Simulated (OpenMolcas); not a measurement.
A calculation on F3+.

| Property | Result |
| --- | --- |
| Program | OpenMolcas |
| Method | SS-CASPT2, IPEA 0.25 Eh, imaginary shift 0.1 Eh (closed shells correlated: 1s) |
| Basis | ANO-RCC-VTZP [4s3p2d1f] |
| Scalar Hamiltonian | DKH2, point nucleus |
| Active space | 4 electrons in 4 orbitals (2s 2p) |
| State averaging | 2S+1 = 3 even, 3 roots; 2S+1 = 1 even, 6 roots; 2S+1 = 5 odd, 1 root; 2S+1 = 3 odd, 9 roots; 2S+1 = 1 odd, 8 roots |
| Spin-orbit coupling | state interaction with AMFI integrals over the reference wave functions, term energies averaged over their components |

Q: Which level of the active space comes out lowest?

A: 2s2 2p2 3P0, with 100 % of that term; it is also the measured ground level.

Q: How high does 2s2 2p2 1S0 lie?

A: 53810 cm-1 above the lowest level; measured 53544 cm-1 above the ground level, so the calculation is off by 0 %.

Q: How high does 2s 2p3 5S* 2 lie?

A: 72230 cm-1 above the lowest level.

Q: How high does 2s 2p3 3D* 3 lie?

A: 147220 cm-1 above the lowest level; measured 147842 cm-1 above the ground level, so the calculation is off by 0 %.

Measured values: Moore, Atomic Energy Levels, vol. I, NSRDS-NBS 35 (1971 reprint of NBS Circular 467, 1949).

Term energies are means over components that CASPT2 splits; among the terms shown or strongly mixed into the levels shown the widest spread is 69 cm-1 (2s 2p3 3D*). Computed and measured levels are paired by configuration, term and J; levels that our copy of the source lacks, or whose pairing is in doubt (as where it misses far off the trend of its configuration), stay unpaired and out of the deviations. Levels of configurations outside the active space are missing.

* marks odd parity.
